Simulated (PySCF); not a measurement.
**Unknowns**

All values are calculated (PySCF 2.14): geometry: GFN2-xTB, PBE0/pcSseg-1 with gauge-including orbitals. One averaged value for each set of equivalent atoms, isolated molecule, single conformer, relativity neglected.

Shifts are taken against calculated references (same method and geometry level): TMS for ¹H and ¹³C. Splittings of carbon signals by F and P are missing where no couplings were computed. Where no couplings were computed, multiplicities follow the n + 1 count of equivalent neighbours, and m marks all less simple cases (inequivalent or close neighbours, rings, F or P nearby). Shifts are as computed. Against solution values, carbons near 30 ppm lie about +3 ppm off and those near 130 ppm about +5 ppm. Of 1211 compounds with measured shifts, 218 miss one by over three times the rms of a fit or turn the order of signals round; such compounds aren't used in these exercises. OH and NH positions are gas-phase values without hydrogen bonding to other molecules.

(1) C₆H₆FN. ¹H NMR (600 MHz, computed): δ 7.28 (m, 1H), 7.20 (m, 1H), 6.85 (m, 1H), 6.80 (m, 1H), 3.55 (br s, 2H). ¹³C{¹H} NMR (computed): δ 159.3 (C), 140.7 (C), 130.0 (CH), 121.6 (CH), 121.2 (CH), 118.9 (CH). What is it?

(2) C₇H₁₁FN₂Si. ¹H NMR (600 MHz, computed): δ 9.47 (m, 1H), 7.29 (m, 1H), 0.46 (s, 9H). ¹³C{¹H} NMR (computed): δ 175.2, 171.7, 145.0, 121.0, -1.3. Give a structure.

(3) C₈H₁₀N₂. ¹H NMR (500 MHz, computed): δ 10.75 (br s, 1H), 10.69 (br s, 1H), 8.73 (d, 1H), 7.03 (d, 1H), 6.28 (m, 1H), 5.56 (m, 1H), 4.03 (m, 1H), 2.19 (m, 1H), 1.95 (m, 1H), 1.10 (m, 1H). ¹³C{¹H} NMR (computed): δ 178.9 (CH), 176.8 (CH), 142.1 (CH), 141.0 (CH), 59.0 (CH), 39.0 (CH), 36.4 (CH), 27.8 (CH). Give a structure.

Results:

(1) `InChI=1S/C6H6FN/c7-5-3-1-2-4-6(5)8/h1-4H,8H2`. The formula gives 4 degrees of unsaturation (1 ring in the answer). 6 carbon signals for 6 carbons: no two carbons are equivalent. Carbon types of the structure: 2 × C, 4 × CH, leaving 2 H on heteroatoms. δC 159.3: aromatic carbon bearing fluorine; σ withdrawal by the attached heteroatom moves it downfield of the ring CH carbons. δC 140.7: aromatic carbon bearing nitrogen; σ withdrawal by the attached heteroatom moves it downfield of the ring CH carbons. δC 130.0, 121.6, 121.2, 118.9: aromatic CH. δH 7.28, 7.20, 6.85, 6.80: hydrogen on an aromatic CH.

The data come from this structure; uniqueness wasn't tested.

(2) `C[Si](C)(C)c1cc(F)cnn1`. Rings plus π bonds: 4 (1 ring in the answer). 5 carbon signals for 7 carbons: some carbons are equivalent by symmetry or fast rotation. Carbon types of the structure: 2 × C, 2 × CH, 3 × CH3, which accounts for all hydrogens. δC 171.7: aromatic carbon bearing fluorine; σ withdrawal by the attached heteroatom moves it downfield of the ring CH carbons. δC 145.0: aromatic CH next to a ring nitrogen; the adjacent pyridine-type nitrogen withdraws density from it. δC 121.0: aromatic CH. δH 9.47: hydrogen on an aromatic CH next to a ring nitrogen; ring current plus the neighbouring ring nitrogen.

The data come from this structure; uniqueness wasn't tested.

(3) `[H]/N=C\[C@@H]1[C@H]2C=C[C@@H](/C=N/[H])[C@H]21`. The formula gives 5 degrees of unsaturation (2 rings in the answer). 8 carbon signals for 8 carbons: no two carbons are equivalent. Carbon types of the structure: 8 × CH, leaving 2 H on heteroatoms. δC 178.9, 176.8: C=N carbon. δC 142.1, 141.0: alkene CH; as expected for a trigonal carbon in a double bond. δH 10.75, 10.69: hydrogen on an imine nitrogen; labile proton, position sensitive to the medium. δH 8.73, 7.03: hydrogen on a C=N carbon.

The shifts were computed for this structure.
